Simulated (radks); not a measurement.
The numbers below are computed, except where a source is named.
Effect of the nuclear size on neutral xenon, [Xe]. Code: a radial shooting solver on a logarithmic mesh with Libxc functionals. Model: Dirac Kohn-Sham, BLYP, spin-unpolarised, spherical densities, finite nucleus; Fermi nuclear charge, rms radius 4.7859 fm. The rms radius is varied about that value; shifts are against it.

rms radius (fm) = 4.1589: total energy shift (eV) -1.64; density at nucleus (e/bohr^3) 2.786e+05; 1s1/2 shift (meV) -683; 2s1/2 shift (meV) -80.8; 4s1/2 shift (meV) -3.39; 4p1/2 shift (meV) 0.234; 5s1/2 shift (meV) -0.462; 5p1/2 shift (meV) 0.037; 5p3/2 shift (meV) 0.042
rms radius (fm) = 4.5227: total energy shift (eV) -0.710; density at nucleus (e/bohr^3) 2.745e+05; 1s1/2 shift (meV) -296; 2s1/2 shift (meV) -35.1; 4s1/2 shift (meV) -1.47; 4p1/2 shift (meV) 0.102; 5s1/2 shift (meV) -0.200; 5p1/2 shift (meV) 0.016; 5p3/2 shift (meV) 0.018
rms radius (fm) = 4.7859: total energy shift (eV) 0; density at nucleus (e/bohr^3) 2.717e+05; 1s1/2 shift (meV) 0.000; 2s1/2 shift (meV) 0.000; 4s1/2 shift (meV) 0.000; 4p1/2 shift (meV) 0.000; 5s1/2 shift (meV) 0.000; 5p1/2 shift (meV) 0.000; 5p3/2 shift (meV) 0.000
rms radius (fm) = 5.164: total energy shift (eV) 1.08; density at nucleus (e/bohr^3) 2.68e+05; 1s1/2 shift (meV) 450; 2s1/2 shift (meV) 53.2; 4s1/2 shift (meV) 2.23; 4p1/2 shift (meV) -0.154; 5s1/2 shift (meV) 0.304; 5p1/2 shift (meV) -0.025; 5p3/2 shift (meV) -0.028
rms radius (fm) = 5.9249: total energy shift (eV) 3.45; density at nucleus (e/bohr^3) 2.615e+05; 1s1/2 shift (meV) 1440; 2s1/2 shift (meV) 170; 4s1/2 shift (meV) 7.14; 4p1/2 shift (meV) -0.493; 5s1/2 shift (meV) 0.973; 5p1/2 shift (meV) -0.079; 5p3/2 shift (meV) -0.089

Slopes of the eigenvalues against <r^2> in GHz/fm^2, as finite differences over the two radii next to the reference (eigenvalue slopes, not the field-shift constants of lines): 1s1/2 29000, 2s1/2 3440, 4s1/2 144, 4p1/2 -9.96, 5s1/2 19.6, 5p1/2 -1.59, 5p3/2 -1.80.
